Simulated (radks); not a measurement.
All-electron atom: Tm V in [Xe] 4f11. Method: scalar-relativistic Kohn-Sham, SCAN, spin-unpolarised, spherical densities, finite nucleus; meta-GGA in the generalised Kohn-Sham scheme; Fermi nuclear charge, rms radius 5.2256 fm; computed with a radial shooting solver on a logarithmic mesh with Libxc functionals.

Unscreened Slater integrals over Kohn-Sham orbitals (hartree).

F0(4f,4f): 1.3029
F2(4f,4f): 0.62072
F4(4f,4f): 0.38969
F6(4f,4f): 0.28042
F0(4f,5p): 0.79934
F2(4f,5p): 0.26857
G2(4f,5p): 0.13043
G4(4f,5p): 0.10280
F0(4f,5s): 0.89152
G3(4f,5s): 0.15547
F0(4f,4d): 1.4248
F2(4f,4d): 0.68575
F4(4f,4d): 0.43828
G1(4f,4d): 0.80220
G3(4f,4d): 0.50645
G5(4f,4d): 0.35881
F0(5p,5p): 0.66244
F2(5p,5p): 0.35928
F0(5p,5s): 0.70482
G1(5p,5s): 0.47395
F0(5p,4d): 0.82751
F2(5p,4d): 0.23161
G1(5p,4d): 0.063504
G3(5p,4d): 0.062246
F0(5s,5s): 0.75955
F0(5s,4d): 0.93034
G2(5s,4d): 0.096362
F0(4d,4d): 1.5859
F2(4d,4d): 0.80621
F4(4d,4d): 0.53976

Derived for the open shells (J is the average intra-shell exchange parameter used in DFT+U). 4f: F4/F2 = 0.628, F6/F2 = 0.452, J = (286 F2 + 195 F4 + 250 F6)/6435 = 0.05029 hartree.
